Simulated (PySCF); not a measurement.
PySCF input file for Ga(H)(F)(Et) (C₂H₆FGa), SMILES C[CH2][GaH][F], TDA-PBE/def2-SVPD. Coordinates come from a PBE-D3(BJ)/def2-SVP optimisation. The structure was generated by enumeration; whether it is a known compound was not checked. The values are those of a single conformer.

```python
import numpy as np
from pyscf import gto, scf, dft, tdscf

mol = gto.M(
    atom='''
    Ga   -0.32183124   -0.47148186   -0.00000000
    H    -1.87031333   -0.77854548    0.00000000
    F     0.66316738   -1.95800938    0.00000000
    C     0.73385791    1.19887038    0.00000000
    C    -0.07599754    2.49963018    0.00000000
    H     1.40619298    1.13391745   -0.88343418
    H     1.40619297    1.13391745    0.88343418
    H    -0.73206672    2.58212026    0.89103821
    H    -0.73206672    2.58212027   -0.89103821
    H     0.58316053    3.39348875   -0.00000001
    ''',
    basis='def2-SVPD',
    charge=0,
    spin=0,
    symmetry=True,
    max_memory=1600,
    verbose=4,
)
mf = dft.RKS(mol, xc='pbe').density_fit(auxbasis='def2-universal-jkfit')
mf.grids.level = 3
mf.conv_tol = 1e-9
mf.max_cycle = 100
mf.kernel()
mf.grids = dft.Grids(mol).set(level=1).build(with_non0tab=True)  # coarser grid for the response kernel
td = tdscf.TDA(mf)
td.singlet = True
td.nstates = 10
td.conv_tol = 1e-4
td.positive_eig_threshold = 1e-6
td.kernel(x0=td.get_init_guess(mf, 15))
td.analyze()
tt = tdscf.TDA(mf)
tt.singlet = False
tt.nstates = 4
tt.conv_tol = 1e-4
tt.positive_eig_threshold = 1e-6
tt.kernel(x0=tt.get_init_guess(mf, 9))
tt.analyze(verbose=3)
```

It prints:

```
PySCF version 2.14.0

[INPUT] verbose = 4
[INPUT] num. atoms = 10
[INPUT] num. electrons = 58
[INPUT] charge = 0
[INPUT] spin (= nelec alpha-beta = 2S) = 0
[INPUT] symmetry True subgroup None
[INPUT] Mole.unit = angstrom
[INPUT] Symbol           X                Y                Z      unit          X                Y                Z       unit  Magmom
[INPUT]  1 Ga    -0.321831240000  -0.471481860000   0.000000000000 AA   -0.608172901929  -0.890971588101   0.000000000000 Bohr   0.0
[INPUT]  2 H     -1.870313330000  -0.778545480000   0.000000000000 AA   -3.534379960823  -1.471237732718   0.000000000000 Bohr   0.0
[INPUT]  3 F      0.663167380000  -1.958009380000   0.000000000000 AA    1.253204722945  -3.700101477529   0.000000000000 Bohr   0.0
[INPUT]  4 C      0.733857910000   1.198870380000   0.000000000000 AA    1.386790464246   2.265536677053   0.000000000000 Bohr   0.0
[INPUT]  5 C     -0.075997540000   2.499630180000   0.000000000000 AA   -0.143614536741   4.723616452897   0.000000000000 Bohr   0.0
[INPUT]  6 H      1.406192980000   1.133917450000  -0.883434180000 AA    2.657319610486   2.142793428365  -1.669448649280 Bohr   0.0
[INPUT]  7 H      1.406192970000   1.133917450000   0.883434180000 AA    2.657319591589   2.142793428365   1.669448649280 Bohr   0.0
[INPUT]  8 H     -0.732066720000   2.582120260000   0.891038210000 AA   -1.383405605709   4.879500112091   1.683818183423 Bohr   0.0
[INPUT]  9 H     -0.732066720000   2.582120270000  -0.891038210000 AA   -1.383405605709   4.879500130988  -1.683818183423 Bohr   0.0
[INPUT] 10 H      0.583160530000   3.393488750000  -0.000000010000 AA    1.102013688356   6.412764344293  -0.000000018897 Bohr   0.0

nuclear repulsion = 265.000867643682
point group symmetry = Cs
symmetry origin: [-2.93233370e-09 -6.51629677e-10 -3.25814849e-10]
symmetry axis x: [ 1.00000000e+00  4.88755128e-10 -9.08061425e-10]
symmetry axis y: [ 4.88755128e-10 -1.00000000e+00  3.81228738e-10]
symmetry axis z: [9.08061425e-10 3.81228676e-10 1.00000000e+00]
num. orbitals of irrep A' = 98
num. orbitals of irrep A" = 51
number of shells = 63
number of NR pGTOs = 233
number of NR cGTOs = 149
basis = def2-SVPD
ecp = {}


[settings echo left out]
init E= -2103.04774967015
HOMO (A') = -0.304766982975839  LUMO (A") = -0.0821872154572758  gap/eV = 6.05670
cycle= 1 E= -2103.51175817632  delta_E= -0.464  |g|= 1.01  |ddm|= 3.71
HOMO (A') = -0.12792634990227  LUMO (A") = -0.0657561150603807  gap/eV = 1.69174
cycle= 2 E= -2102.31052666616  delta_E=  1.2  |g|= 2.74  |ddm|=  3.2
HOMO (A') = -0.22813141007456  LUMO (A") = -0.0728689357248538  gap/eV = 4.22491
cycle= 3 E= -2103.6211164612  delta_E= -1.31  |g|= 0.577  |ddm|= 2.26
HOMO (A') = -0.248808912750339  LUMO (A") = -0.0710238476855021  gap/eV = 4.83778
cycle= 4 E= -2103.68161586413  delta_E= -0.0605  |g|= 0.124  |ddm|= 0.626
HOMO (A') = -0.247089002628432  LUMO (A") = -0.0755291174859987  gap/eV = 4.66838
cycle= 5 E= -2103.68368527449  delta_E= -0.00207  |g|= 0.0585  |ddm|= 0.17
HOMO (A') = -0.250240878713175  LUMO (A") = -0.0755532229917213  gap/eV = 4.75349
cycle= 6 E= -2103.68456888425  delta_E= -0.000884  |g|= 0.0178  |ddm|= 0.0732
HOMO (A') = -0.248917552907972  LUMO (A") = -0.074663676944652  gap/eV = 4.74169
cycle= 7 E= -2103.68463829594  delta_E= -6.94e-05  |g|= 0.00386  |ddm|= 0.0177
HOMO (A') = -0.249080207839187  LUMO (A") = -0.0747845587656166  gap/eV = 4.74283
cycle= 8 E= -2103.68464151971  delta_E= -3.22e-06  |g|= 0.000789  |ddm|= 0.00454
HOMO (A') = -0.249126129991966  LUMO (A") = -0.0748022056900628  gap/eV = 4.74360
cycle= 9 E= -2103.68464165367  delta_E= -1.34e-07  |g|= 0.000237  |ddm|= 0.000954
HOMO (A') = -0.249130089345297  LUMO (A") = -0.074799917635092  gap/eV = 4.74377
cycle= 10 E= -2103.68464166745  delta_E= -1.38e-08  |g|= 8.41e-05  |ddm|= 0.00039
HOMO (A') = -0.249128222276179  LUMO (A") = -0.0748001582094542  gap/eV = 4.74371
cycle= 11 E= -2103.68464166927  delta_E= -1.81e-09  |g|= 1e-05  |ddm|= 0.000129
HOMO (A') = -0.24912716957792  LUMO (A") = -0.0747991301357285  gap/eV = 4.74371
cycle= 12 E= -2103.6846416693  delta_E= -2.82e-11  |g|= 2.56e-06  |ddm|= 2.11e-05
HOMO (A') = -0.249127259403976  LUMO (A") = -0.0747994475375404  gap/eV = 4.74370
Extra cycle  E= -2103.68464166927  delta_E= 2.14e-11  |g|= 5.12e-06  |ddm|= 9.9e-06
converged SCF energy = -2103.68464166927
tot grids = 37912
Overwritten attributes  positive_eig_threshold  of <class 'pyscf.tdscf.rks.TDA'>


******** <class 'pyscf.tdscf.rks.TDA'> for <class 'pyscf.df.df_jk.DFSymAdaptedRKS'> ********
nstates = 10 singlet
deg_eia_thresh = 1.000e-03
wfnsym = None
conv_tol = 0.0001
eigh lindep = 1e-12
eigh level_shift = 0
eigh max_cycle = 100


Excitation energies (eV)
[4.86660758 6.3912398  6.43279233 6.60481066 6.66351718 6.86142835
 7.08084643 7.4479416  7.45470471 7.60011141]

** Singlet excitation energies and oscillator strengths **
Excited State   1:   A"      4.86661 eV    254.77 nm  f=0.0000
      29 -> 30       -0.70594
Excited State   2:   A'      6.39124 eV    193.99 nm  f=0.0831
      27 -> 30       -0.15265
      29 -> 31       -0.62723
      29 -> 32       -0.13090
      29 -> 33       -0.20967
Excited State   3:   A"      6.43279 eV    192.74 nm  f=0.0082
      26 -> 30       -0.17388
      28 -> 30       -0.68180
Excited State   4:   A'      6.60481 eV    187.72 nm  f=0.0110
      29 -> 31       -0.11210
      29 -> 32        0.69242
Excited State   5:   A'      6.66352 eV    186.06 nm  f=0.0166
      25 -> 30       -0.36342
      27 -> 30        0.56889
      29 -> 31       -0.12227
      29 -> 33       -0.14419
Excited State   6:   A"      6.86143 eV    180.70 nm  f=0.0216
      26 -> 30       -0.67929
      28 -> 30        0.16409
Excited State   7:   A'      7.08085 eV    175.10 nm  f=0.0067
      25 -> 30        0.58060
      27 -> 30        0.33970
Excited State   8:   A'      7.44794 eV    166.47 nm  f=0.2636
      29 -> 31        0.18635
      29 -> 33       -0.62368
      29 -> 34        0.13709
      29 -> 35        0.10149
Excited State   9:   A"      7.45470 eV    166.32 nm  f=0.0013
      24 -> 30       -0.70236
Excited State  10:   A'      7.60011 eV    163.13 nm  f=0.0116
      26 -> 31        0.20777
      28 -> 31        0.65742
      28 -> 32        0.12570

** Transition electric dipole moments (AU) **
state          X           Y           Z        Dip. S.      Osc.
  1        -0.0000      0.0000     -0.0120      0.0001      0.0000
  2        -0.4938     -0.5356     -0.0000      0.5307      0.0831
  3        -0.0000      0.0000      0.2274      0.0517      0.0082
  4        -0.1929     -0.1749      0.0000      0.0678      0.0110
  5        -0.1054     -0.3005     -0.0000      0.1014      0.0166
  6        -0.0000     -0.0000     -0.3584      0.1284      0.0216
  7         0.1152     -0.1599      0.0000      0.0388      0.0067
  8         0.9069      0.7889      0.0000      1.4449      0.2636
  9         0.0000      0.0000     -0.0844      0.0071      0.0013
 10        -0.1819      0.1711     -0.0000      0.0624      0.0116

** Transition velocity dipole moments (imaginary part, AU) **
state          X           Y           Z        Dip. S.      Osc.
  1        -0.0000     -0.0000     -0.0419      0.0018      0.0065
  2        -0.0670     -0.0987      0.0000      0.0142      0.0404
  3        -0.0000     -0.0000      0.0024      0.0000      0.0000
  4        -0.0596     -0.0404     -0.0000      0.0052      0.0142
  5        -0.0007     -0.0461     -0.0000      0.0021      0.0058
  6         0.0000      0.0000     -0.0451      0.0020      0.0054
  7        -0.0082      0.0008      0.0000      0.0001      0.0002
  8         0.1824      0.1729      0.0000      0.0631      0.1538
  9         0.0000     -0.0000     -0.0055      0.0000      0.0001
 10        -0.0406      0.0283     -0.0000      0.0024      0.0058

** Transition magnetic dipole moments (imaginary part, AU) **
state          X           Y           Z
  1        -0.4269      0.8024     -0.0000
  2        -0.0000      0.0000      0.5316
  3        -0.0235     -0.3719     -0.0000
  4         0.0000     -0.0000      0.3654
  5        -0.0000      0.0000      0.5661
  6         0.2371      0.7117     -0.0000
  7        -0.0000      0.0000     -0.0597
  8         0.0000     -0.0000     -0.1493
  9        -0.3795      0.4025      0.0000
 10         0.0000     -0.0000     -0.2176


******** <class 'pyscf.tdscf.rks.TDA'> for <class 'pyscf.df.df_jk.DFSymAdaptedRKS'> ********
nstates = 4 triplet
deg_eia_thresh = 1.000e-03
wfnsym = None
conv_tol = 0.0001
eigh lindep = 1e-12
eigh level_shift = 0
eigh max_cycle = 100


Excitation energies (eV)
[4.5468814  5.54160954 6.07290342 6.27856201]

** Triplet excitation energies and oscillator strengths **
Excited State   1:   A"      4.54688 eV    272.68 nm  f=0.0000
Excited State   2:   A'      5.54161 eV    223.73 nm  f=0.0000
Excited State   3:   A"      6.07290 eV    204.16 nm  f=0.0000
Excited State   4:   A'      6.27856 eV    197.47 nm  f=0.0000
```

The run converged.

Cost: roughly 90 core-seconds.
